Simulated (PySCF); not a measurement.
Atom-mapped SMILES (the numbers label the heavy atoms): `[CH3:1][c:2]1[cH:3][o:4][c:5]([CH2:6][CH2:7][SiH3:8])[n:9]1`. Each H is labelled by its parent atom.

Method: coordinates at the GFN2-xTB level, GIAO PBE0/pcSseg-1 shieldings, in PySCF 2.14 (rapidly exchanging positions averaged, non-relativistic, single conformer, no solvent model).

Chemical shifts δ = σref − σ; TMS for 13C (σ = 186.93 ppm), 1H (σ = 31.72 ppm), 29Si (σ = 349.16 ppm); 17O (σ = 336.08 ppm) vs H2O; NH3 for 15N (σ = 267.73 ppm), all at this level.

```csv
atoms,nucleus,count,δ (ppm)
H(C1),1H,3,2.41
C2,13C,1,?
H(C6),1H,2,3.04
C7,13C,1,11.5
Si8,29Si,1,-69.6
H(Si8),1H,3,3.77
N9,15N,1,300.7
C1,13C,1,?
H(C3),1H,1,7.45
C6,13C,1,29.8
C5,13C,1,169.1
C3,13C,1,139.8
H(C7),1H,2,?
O4,17O,1,?
```

**Question.** Estimate the values marked ?.

**Answer.** 
- C2: 145.2 ppm, substituted aromatic carbon next to a ring nitrogen
- C1: 13.5 ppm, methyl carbon on an aromatic ring; saturated and bonded to C and H only
- H(C7): 1.13 ppm, hydrogen on an sp3 CH2 bonded to Si
- O4: 324.3 ppm, aromatic ring oxygen

Shifts are as computed. Against solution values, carbons near 30 ppm lie about +3 ppm off and those near 130 ppm about +5 ppm. Of 1211 compounds with measured shifts, 218 miss one by over three times the rms of a fit or turn the order of signals round; such compounds aren't used in these exercises. Unscaled 17O shifts of doubly bonded oxygen tend to come out too high, by tens of ppm or more. Experimental scales use liquid or dissolved standards, which lie at an offset from isolated NH3 (liquid NH3: subtract about 20 ppm) and H2O (liquid H2O: subtract about 36 ppm). Unscaled 15N shifts of sp2 nitrogen come out 20 to 40 ppm too high even then.
